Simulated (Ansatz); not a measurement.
Calculated with Ansatz (gas phase, PBE0-D4/def2-TZVP geometries, no zero-point term in ΔE). CBS: MP2 limit from def2 TZ/QZ plus the TZ coupled-cluster correction, frozen cores. def2 core potentials past Kr. For Ge, Se, Sn outer-core shells are correlated without core-valence functions, which leaves a few kJ/mol of doubt a bond. Scalar relativity is left out up to krypton. Each species was taken in one conformer, which may not be the lowest.

Consider the redistribution: `[Cl][GeH2][SeH]` + `[CH3][SnH]([OH])[AlH2]` → `[CH3][GeH]([Cl])[SeH]` + `[OH][SnH2][AlH2]`.

```json
{"species": "`[Cl][GeH2][SeH]`", "CCSD(T)/CBS(def2) energy (Eh)": "-4938.45588"}
{"species": "`[CH3][SnH]([OH])[AlH2]`", "CCSD(T)/CBS(def2) energy (Eh)": "-573.48362"}
{"species": "`[CH3][GeH]([Cl])[SeH]`", "CCSD(T)/CBS(def2) energy (Eh)": "-4977.73636"}
{"species": "`[OH][SnH2][AlH2]`", "CCSD(T)/CBS(def2) energy (Eh)": "-534.20940"}
```

Task: Work out ΔE.

Result: ΔE = (-4977.73636) + (-534.20940) − (-4938.45588) − (-573.48362) = -0.00626 Eh = -0.17 eV.

Largest T1 diagnostic among the species: 0.014.
